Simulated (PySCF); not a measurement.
Dipole response of Ca (calcium, neutral)

[Ar] 4s2, closed-shell 1S. All numbers are calculated (PySCF 2.14, the spin-free X2C one-electron Hamiltonian (Gaussian nucleus), in aug-cc-pwCVQZ-X2C (11s10p8d6f3g, 150 functions)). Coupled (time-dependent) response in atomic units; α is the mean over directions.

```
method  mean α (bohr³)  C₆ (like pair)  S(−4)
PBEsol           155.5            2131  12060
```

S(−4) is the Cauchy moment in α(ω) = α(0) + S(−4) ω² + …

Reference α: 160.8 ± 4 bohr³ (recommended; Schwerdtfeger and Nagle, table of static dipole polarizabilities (2023 update)). Published C₆: 2163 (Chu and Dalgarno (2004); Tang, Norbeck and Certain (1976)).

α(iu) at PBEsol:

```json
{"u (hartree)": "0", "α(iu) (bohr³)": "155.5"}
{"u (hartree)": "0.0500", "α(iu) (bohr³)": "130.4"}
{"u (hartree)": "0.100", "α(iu) (bohr³)": "88.48"}
{"u (hartree)": "0.200", "α(iu) (bohr³)": "40.26"}
{"u (hartree)": "0.300", "α(iu) (bohr³)": "22.32"}
{"u (hartree)": "0.500", "α(iu) (bohr³)": "10.48"}
{"u (hartree)": "0.750", "α(iu) (bohr³)": "5.980"}
{"u (hartree)": "1.00", "α(iu) (bohr³)": "4.078"}
{"u (hartree)": "1.50", "α(iu) (bohr³)": "2.339"}
{"u (hartree)": "2.00", "α(iu) (bohr³)": "1.530"}
{"u (hartree)": "3.00", "α(iu) (bohr³)": "0.8029"}
{"u (hartree)": "5.00", "α(iu) (bohr³)": "0.3405"}
```

A single London oscillator, α(iu) = α/(1 + u²/ω²), gives C₆ = (3/4) ω α². Matching the computed C₆ needs ω = 4 × 2131 / (3 × 155.5²) = 0.118 hartree.
